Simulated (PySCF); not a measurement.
Species: C6H15P.
Geometry (PBE0-D3(BJ)/def2-SVP, Å), atoms numbered from 1 in this order:
```
atom  x, y, z in Å
C1    -1.643   -2.259    0.414
C2    -0.314   -1.532    0.553
P3    -0.162   -0.047   -0.557
C4     1.516    0.557   -0.028
C5     2.663   -0.256   -0.611
C6    -1.227    1.151    0.389
C7    -1.294    2.532   -0.248
H8    -2.490   -1.629    0.729
H9    -1.826   -2.557   -0.631
H10   -1.668   -3.170    1.032
H11   -0.136   -1.230    1.601
H12    0.511   -2.210    0.278
H13    1.592    1.603   -0.371
H14    1.569    0.582    1.075
H15    2.608   -0.292   -1.710
H16    2.654   -1.296   -0.248
H17    3.639    0.175   -0.336
H18   -2.237    0.709    0.425
H19   -0.874    1.214    1.434
H20   -0.310    3.026   -0.259
H21   -1.982    3.193    0.302
H22   -1.643    2.473   -1.290
```

Linear response at PBE0/def2-SVPD (PySCF, frozen core in the response, non-relativistic).

Static isotropic polarisability: 103.47 au (15.33 Å³), principal values 88.0, 111.2, 111.2 au.

Problem. What is the polarisability at 1064 nm and at the sodium D line?

Solution. 104.41 au at 1064 nm (+0.9 %), 106.66 au at 589.3 nm (+3.1 %). The rise at 589.3 nm is 3.39 times that at 1064 nm; a pure ω² law gives 3.26. The lowest singlet lies at 203 nm, shorter than both wavelengths.

Problem. What is the isotropic C6 coefficient between two such molecules, C6 = (3/π)∫α(iω)² dω?

Solution. 4263 au (Eh·bohr⁶) by a ten-point quadrature over imaginary frequencies, which is 2550 eV·Å⁶ or 246 J·nm⁶/mol.

Problem. Which effective excitation energy ω̄ makes London's formula C6 = (3/4)α²ω̄ exact here?

Solution. ω̄ = 4·C6/(3α²) = 0.531 Eh = 14.4 eV. A one-pole form α(ω) = α/(1 − ω²/ω̄²) fitted to the 1064 nm value gives 12.3 eV.

Problem. The lowest 6 singlets have (eV, f): 6.11, 0.085; 6.11, 0.085; 6.16, 0.021; 6.80, 0.153; 6.96, 0.033; 6.96, 0.033. What share of the static polarisability do they carry in the sum over states α = Σ f/ω²?

Solution. 7.23 au, 7.0 % of α; the largest term, 2.45 au, is that of the state at 6.80 eV. Their oscillator strengths add up to 0.41. Higher states carry the rest.

Problem. What molar refraction at the D line follows from R = (4π/3)·N_A·α′, with α′ the polarisability volume?

Solution. α′ = 15.80 Å³ gives R = 39.87 cm³/mol, for isolated, non-vibrating species.

Problem. How anisotropic is the static polarisability, by Δα² = ½[(α1 − α2)² + (α2 − α3)² + (α3 − α1)²]?

Solution. Δα = 23.2 au, or 0.22 of the isotropic value.

Problem. How many electrons N does the Slater–Kirkwood formula C6 = (3/4)·√N·α^(3/2) need to give this C6?

Solution. N = (4·C6/3)²/α³ = 29.2; the species has 66 electrons in all.

Hardware: one thread of an AMD EPYC 7B13, shared host with 64 logical CPUs at a one-minute load of 21. Cost: 48 s of wall time, 1.1 GiB resident at most. This is the whole response run at PBE0/def2-SVPD, SCF included.

One conformer stands for the species.
